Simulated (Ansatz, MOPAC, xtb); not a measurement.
Diatomic NbO, multiplicity 4 (the spin of the measured ground state). No spin–orbit coupling.

Constants: fifth-degree fit in 1/R to seven points, most abundant isotopes. Runs in def2 and cc sets follow the lowest solution found near the PBE0 minimum.

Programs: Ansatz (a program for electronic structure); MOPAC for PM6, PM7 (differences of heats of formation); xtb for the GFN methods. Each number belongs to the level named beside it. In def2 rows elements past Kr take small-core potentials, without spin–orbit coupling. The GFN methods have no spin term and hold the electronic entropy of 300 K.

```tsv
level	r_e (Å)	ω_e (cm⁻¹)	ω_e x_e (cm⁻¹)	B_e (cm⁻¹)	D_e (eV)	dipole (D)
PM6	1.692	1036	1.9	0.431	-	-
PM7	1.713	1233	2.8	0.421	-	-
GFN1-xTB	1.693	915	6.5	0.431	-	-
GFN2-xTB	1.720	723	6.1	0.418	-	-
SVWN5/def2-TZVPP	1.674	1031	3.6	0.441	9.56	3.22
PBE/def2-TZVPP	1.689	995	3.6	0.433	8.35	3.32
r2SCAN/def2-TZVPP	1.684	1011	3.7	0.436	7.67	3.65
B97M-V/def2-TZVPP	1.682	1007	3.8	0.437	7.48	3.38
B3LYP/def2-TZVPP	1.684	1016	3.5	0.436	7.71	3.63
PBE0/def2-TZVPP	1.670	1039	3.6	0.443	7.46	3.56
BHLYP/def2-TZVPP	1.666	1058	3.4	0.445	6.70	3.88
CAM-B3LYP/def2-TZVPP	1.673	1045	3.3	0.441	7.70	3.71
wB97X-V/def2-TZVPP	1.669	1057	3.2	0.444	7.77	3.59
wB97M-V/def2-TZVPP	1.671	1049	3.3	0.442	7.49	3.64
B2PLYP/def2-TZVPP	1.694	991	2.8	0.431	-	-
```

D_e counts from each atom's lowest state at the same level, without counterpoise or zero-point energy.

Correlated levels freeze the inner cores; with def2 sets outer-core shells near the valence are correlated too. The state that PM6, PM7 reach isn't checked; PM7 holds dispersion and hydrogen-bond terms.

Measured for the ground state: r_e 1.6909 Å, ω_e 989 cm-1, ω_e x_e 3.83 cm-1, B_e 0.4321 cm-1, α_e 0.0021 cm-1 [Huber and Herzberg (1979), NIST Chemistry WebBook]. D_0 7.491 ± 0.11 eV (a handbook's tabulated 298 K bond energy less 3RT/2; such tables hold older values) [Luo, bond dissociation energies, CRC Handbook].
